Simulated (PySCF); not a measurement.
The complex [CuI4]2- (charge -2) contains Cu(II), shell d9. The structure is a PBE0-D3(BJ)/def2-SVP, IEF-PCM water geometry optimised for multiplicity 2; coordination tetrahedral, point group D2d, metal–donor distances 2.63 Å.

The d shell alone is too small an active space for [CuI4]2- (Cu(II) with such soft donors has much ligand-hole, Cu(I)-like character): its levels, fitted parameters, g values and moments show what this model gives and aren't sound predictions.

```
5

Cu    0.0000    0.0000    0.0000
I     1.1182    1.6824    1.6824
I     1.1182   -1.6824   -1.6824
I    -1.1182    1.6824   -1.6824
I    -1.1182   -1.6824    1.6824
```

Method (PySCF 2.14, density fitting): CASSCF(9,5) with orbitals averaged over all microstates of the shell, strongly contracted NEVPT2 on the averaged canonical orbitals; basis x2c-TZVPall on the metal, x2c-SVPall elsewhere; spin-free X2C; IEF-PCM water; spin-orbit coupling by state interaction with the mean-field operator over all roots.

Problem. Which term lies lowest, and with what spin?

Solution. 2B2 (from 2T2) (S = 1/2, orbital degeneracy 1), orbital occupations from the lowest 2.0 2.0 2.0 2.0 1.0, by NEVPT2.

Problem. List the excited states of the same spin.

Solution. By NEVPT2: 2E (from 2T2) at 3755 cm⁻¹; 2B1 (from 2E) at 5359 cm⁻¹; 2A1 (from 2E) at 5784 cm⁻¹. The strongest, at 5784 cm⁻¹, has f = 4.7e-05.

Problem. Give the fitted ligand-field and repulsion parameters.

Solution. At NEVPT2 level: orbital energies 0, 425, 2028, 2028, 5784 cm⁻¹; 10Dq = 3068 cm⁻¹ (difference of the means of the two sets); ζ = 769 cm⁻¹ (free ion 818).

Problem. What magnetic behaviour follows?

Solution. The ground doublet has g = 2.256, 2.256, 2.860. μeff is 2.25 μB at 300 K and 2.15 μB at 10 K; the spin-only value is 1.73 μB.

No frequencies were computed for the optimised geometry. Ligand-hole states mix strongly into such Cu(II) halides; the d shell alone makes them too ionic, overstates g shifts and moments and can put the wrong state lowest. NEVPT2 lifts 2B1 (from 2E) from 2696 to 5359 cm⁻¹; on the d shell alone such lifts tend to overshoot.

The job took 40 s on one thread of Arm Neoverse V2 (shared host), with 192 basis functions and a peak of 0.85 GiB, launched as `OMP_NUM_THREADS=1 python lf_run.py task.json out`.
